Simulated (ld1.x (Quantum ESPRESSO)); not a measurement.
# Which change was made? (Zr, RRKJ)

```
Element                 : zirconium (Zr)
Generator               : ld1.x (Quantum ESPRESSO) 7.5
Type                    : norm-conserving RRKJ (Kleinman–Bylander form)
Functional              : LDA (PZ)
Relativity              : scalar-relativistic
Frozen core             : [Ar] 3d10 4s2
Valence charge          : 10
Reference configuration : 4p6 4d2 5s1.75 5p0 (charge +0.25)
Partial waves           : 4p (bound): rc 2.25 bohr; 4d (bound): rc 2.00 bohr; 5s (bound): rc 3.15 bohr
Local potential         : the s channel
Core correction         : none
```

Cutoffs, loose and tight: the cutoffs (Ry, on a coarse ladder) from which the occupation-weighted sum of valence levels, in a spherical-Bessel basis at the reference potential, stays within 10 and 1 mRy of its value at 400 Ry. They do not see the model core or the augmentation charge, which bear on the density cutoff. Test errors are all-electron minus pseudo excitation energies from the reference, over the configurations 4p6 4d2 5s2 5p0; 4p6 4d2 5s1 5p0; 4p6 4d2 5s0 5p0; 4p6 4d0 5s0 5p0; 4p6 4d2 5s0 5p1; 4p6 4d1 5s2 5p1; 4p6 4d3 5s1 5p0 (two spin-polarised tests are not counted in the largest error); variants that change the core or the reference have their own tests.

The base gives: outcome: generated; cutoff, loose: 25 Ry; cutoff, tight: 35 Ry; bound ghosts: none; largest test error (meV): -855.

(1) After one change the result is: outcome: generated; cutoff, loose: 40 Ry; cutoff, tight: 60 Ry; bound ghosts: none; largest test error (meV): -856. Which change was it?
A. wave 4d (bound): rc 2.00 bohr becomes 4d (bound): rc 1.96 bohr
B. wave 4d (bound): rc 2.00 bohr becomes 4d (bound): rc 2.70 bohr
C. wave 4d (bound): rc 2.00 bohr becomes 4d (bound): rc 1.26 bohr

Answers

(1) C. The others give: wave 4d (bound): rc 2.00 bohr becomes 4d (bound): rc 2.70 bohr → outcome: generated; cutoff, loose: 21 Ry; cutoff, tight: 25 Ry; bound ghosts: none; largest test error (meV): -855 | wave 4d (bound): rc 2.00 bohr becomes 4d (bound): rc 1.96 bohr → outcome: generated; cutoff, loose: 30 Ry; cutoff, tight: 35 Ry; bound ghosts: none; largest test error (meV): -855.
